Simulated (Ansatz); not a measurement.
Start from `OCC1CO1` and change one atom or group to get `[GeH3][O]C1CO1`.

Ansatz, PBE0-D4/def2-TZVP geometries, multiplicity 1. Each molecule was computed in one conformer, which needn't be the lowest.

Scalar relativity is left out up to krypton.

| property | `OCC1CO1` |
| --- | --- |
| HOMO–LUMO gap (PBE/def2-TZVPP) / eV | 6.52 |
| HOMO energy (ωB97M-V/def2-TZVPP) / eV | -10.26 |
| LUMO energy (PBE/def2-TZVPP) / eV | 0.37 |
| LUMO energy (PBE0/def2-TZVPP) / eV | 1.33 |
| size of the dipole moment (B3LYP/def2-TZVPP) / D | 1.94 |
| size of the dipole moment (PBE/def2-TZVPP) / D | 1.74 |

(1) Give the same properties after the change, and the shifts. (Estimate.)

Answers

(1) Computed: 
| property | `[GeH3][O]C1CO1` | shift |
| --- | --- | --- |
| HOMO–LUMO gap (PBE/def2-TZVPP) / eV | 5.59 | -0.93 |
| HOMO energy (ωB97M-V/def2-TZVPP) / eV | -10.14 | 0.12 |
| LUMO energy (PBE/def2-TZVPP) / eV | -0.71 | -1.08 |
| LUMO energy (PBE0/def2-TZVPP) / eV | 0.15 | -1.18 |
| size of the dipole moment (B3LYP/def2-TZVPP) / D | 3.06 | 1.12 |
| size of the dipole moment (PBE/def2-TZVPP) / D | 2.79 | 1.05 |

Dipoles are sizes alone; their direction can turn.

B3LYP here is the variant with VWN-RPA as its local correlation; programs differ in this.
